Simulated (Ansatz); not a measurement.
CHFNSi, SMILES `N#C[SiH]F` radical, relaxed with UKS PBE-D4/def2-SVP in the Gaussian-basis code of Ansatz from a rough embedded geometry. The force threshold is 0.03 eV/Å; the program also tests the step.

The species carries charge 0 and has multiplicity 2.

Start:

```xyz
5

N     1.618   -0.541   -1.610
C     0.707   -0.269   -0.848
Si   -0.766    0.146    0.272
F    -0.875   -0.858    1.386
H    -0.684    1.523    0.799
```

```csv
step,energy (eV),largest force (eV/Å),largest move (Å)
1,-13120.5556,5.959,0.000
2,-13120.9176,2.985,0.084
3,-13121.0322,0.643,0.040
4,-13121.0384,0.042,0.013
5,-13121.0387,0.032,0.007
6,-13121.0390,0.039,0.014
7,-13121.0390,0.037,0.001
8 (rejected),-13121.0389,0.124,0.004
9,-13121.0391,0.003,0.002
```

End:

```xyz
5

N     1.572   -0.514   -1.574
C     0.706   -0.253   -0.821
Si   -0.779    0.151    0.206
F    -0.868   -0.927    1.433
H    -0.631    1.542    0.756
```

It took 7.5 s on 2 threads of a server CPU on a shared host, with 0.18 GiB of host memory at the peak.
